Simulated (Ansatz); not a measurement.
`N[SiH](Cl)O[SiH3]` + HCl → `N[SiH](Cl)Cl` + `O[SiH3]` at 500 K and 1 bar (ligand exchange at the Si–O bond).

Computed with Ansatz on PBE0-D4/def2-TZVP structures; ΔE is electronic, products minus reactants. CCSD(T)/CBS is the MP2 limit (def2-TZVPP, def2-QZVPP) plus CCSD(T) − MP2 in def2-TZVPP, frozen cores. This one scheme is used for every species. Each species was taken in one conformer, which may not be the lowest.

```csv
species,CCSD(T)/CBS energy (Eh),H − E (kJ/mol),S (J/(mol·K))
`N[SiH](Cl)O[SiH3]`,-1171.60384,231.0,467.2
HCl,-460.38127,32.5,201.9
`N[SiH](Cl)Cl`,-1265.28357,139.5,380.6
`O[SiH3]`,-366.69042,127.5,292.9
```

H − E and S are ideal-gas, rigid-rotor, harmonic terms from PBE0-D4/def2-TZVP, for one conformer and one mirror image of each species. 1 Eh = 2625.50 kJ/mol, R = 8.31446 J/(mol·K).

Q: By hand: ΔE, ΔH, ΔS and ΔG.

A: ΔE = (-1265.28357) + (-366.69042) − (-1171.60384) − (-460.38127) = 0.01112 Eh = 29.2 kJ/mol. Δ(H − E) = 139.5 + 127.5 − 231.0 − 32.5 = 3.5, so ΔH = 32.7 kJ/mol. ΔS = 380.6 + 292.9 − 467.2 − 201.9 = 4.4 J/(mol·K). ΔG = 32.7 − 500 × (4.4)/1000 = 30.5 kJ/mol.

Q: By hand: the equilibrium constant, and the temperature at which ΔG would vanish if ΔH and ΔS stayed fixed.

A: log₁₀ K = −ΔG/(RT ln 10) = -3.2. ΔG = 0 at ΔH/ΔS = 7432 K, far beyond where these terms or the molecules hold.

The number of gas molecules stays the same, so ΔS is small and ΔH decides. A doubt of 5 kJ/mol in ΔE shifts log₁₀ K by 0.5 here. Other conformers and mirror images would add mixing entropy, several J/(mol·K) or more a flexible species. Modes under 60 cm⁻¹, often nearly free rotors, make the harmonic entropy too high. These are equilibria of isolated gas molecules and say nothing of rates. Largest T1 diagnostic: 0.011 (customary marks: 0.02 for closed shells, 0.045 for open ones).
